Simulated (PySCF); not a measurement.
## How methods differ on the excitation energy of As(2+)

As(2+) [Ar] 3d10 4s2 4p1 (2P) → As(2+) [Ar] 3d10 4s1 4p1 5s1 (4P), as a difference of total energies. All numbers are calculated (PySCF 2.14, scalar relativity by spin-free X2C-1e, in aug-cc-pVTZ-DK). Correlated levels: valence: [Ar] 3d10 frozen. The calculations carry no spin-orbit coupling.

```
           method  excitation energy (cm⁻¹)
              UHF                    168600
    MP2 (valence)                    175340
SCS-MP2 (valence)                    177970
   CCSD (valence)                    176490
CCSD(T) (valence)                    176560
```

The promoted electron is Rydberg-like, and one or two diffuse shells describe it only roughly, which tends to raise the upper state.

The coupled-cluster amplitudes are large for the upper state (T1 above 0.03 or a double amplitude above 0.15), so a single reference is strained.
